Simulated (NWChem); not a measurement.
System meant: C₂H₇NOSi; SMILES C=C[SiH](N)O

Input file for NWChem:

```
start job
memory heap 200 mb stack 900 mb global 1100 mb
geometry units angstroms noautoz
  Si    -0.097340    -0.548816     0.413028
  N      1.578174    -0.532719    -0.077197
  O     -0.945909    -1.591282    -0.602828
  C     -0.667077     1.239136     0.319953
  C     -0.046127     2.178851    -0.423086
  H     -0.419565    -1.112536     1.768193
  H      2.188442     0.186082     0.321552
  H      2.077327    -1.425338    -0.125269
  H     -0.877183    -1.339944    -1.541578
  H     -1.573314     1.534273     0.882607
  H      0.856305     1.936851    -1.012248
  H     -0.404185     3.221992    -0.482014
end
basis spherical
  Si library def2-svp
  N library def2-svp
  O library def2-svp
  C library def2-svp
  H library def2-svp
end
dft
  odft
  mult 2
  xc xpbe96 cpbe96
  iterations 150
  mulliken
end
task dft energy
```

End of the output:

```
 Summary of "ao basis" -> "" (spherical)
 ------------------------------------------------------------------------------
       Tag                 Description            Shells   Functions and Types
 ---------------- ------------------------------  ------  ---------------------
 Si                         def2-svp                 8       18   4s3p1d
 N                          def2-svp                 6       14   3s2p1d
 O                          def2-svp                 6       14   3s2p1d
 C                          def2-svp                 6       14   3s2p1d
 H                          def2-svp                 3        5   2s1p

  pbe96 is a nonlocal functional; adding pw91lda local functional.

                                 NWChem DFT Module
                                 -----------------

 Summary of "ao basis" -> "ao basis" (spherical)
 ------------------------------------------------------------------------------
       Tag                 Description            Shells   Functions and Types
 ---------------- ------------------------------  ------  ---------------------
 Si                         def2-svp                 8       18   4s3p1d
 N                          def2-svp                 6       14   3s2p1d
 O                          def2-svp                 6       14   3s2p1d
 C                          def2-svp                 6       14   3s2p1d
 H                          def2-svp                 3        5   2s1p

  number of electrons :                   48
  multiplicity        :                    2
 ------------------------------------------------------------------------
  no. of electrons and multiplicity not compatible                  48
 ------------------------------------------------------------------------
 ------------------------------------------------------------------------
  current input line :
    31: task dft energy
 ------------------------------------------------------------------------
 ------------------------------------------------------------------------
 There is an error in the input file
 ------------------------------------------------------------------------
 For more information see the NWChem manual at https://nwchemgit.github.io

0: no. of electrons and multiplicity not compatible:Received an Error in Communication
```

What is wrong, and how is it mended?

The program refused the input. Cause: the multiplicity doesn't fit the number of electrons (an even count wants an odd multiplicity, and the reverse). This input runs:
```
start job
memory heap 200 mb stack 900 mb global 1100 mb
geometry units angstroms noautoz
  Si    -0.097340    -0.548816     0.413028
  N      1.578174    -0.532719    -0.077197
  O     -0.945909    -1.591282    -0.602828
  C     -0.667077     1.239136     0.319953
  C     -0.046127     2.178851    -0.423086
  H     -0.419565    -1.112536     1.768193
  H      2.188442     0.186082     0.321552
  H      2.077327    -1.425338    -0.125269
  H     -0.877183    -1.339944    -1.541578
  H     -1.573314     1.534273     0.882607
  H      0.856305     1.936851    -1.012248
  H     -0.404185     3.221992    -0.482014
end
basis spherical
  * library def2-svp
end
dft
  xc xpbe96 cpbe96
  iterations 150
  mulliken
end
task dft energy
```
It converges to -499.28121 Ha (PBE/def2-SVP).
